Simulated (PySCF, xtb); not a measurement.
ClF3H2OSi2, SMILES F[Si](F)(F)O[SiH2]Cl.

GFN2-xTB in xtb at its own geometry gives an orbital gap of 6.13 eV and a dipole moment of 2.79 D.

Geometry optimised at B3LYP-D3(BJ)/def2-SVP. This is a generated structure with no PubChem entry under its InChIKey; it may be hypothetical. Other conformers were not sampled.

Problem. What does PBE/def2-TZVP in PySCF give? (The exact figures need the calculation; the answer reports its results.)

Solution. gap 6.75 eV (levels -7.97 and -1.21 eV), dipole 2.05 D.
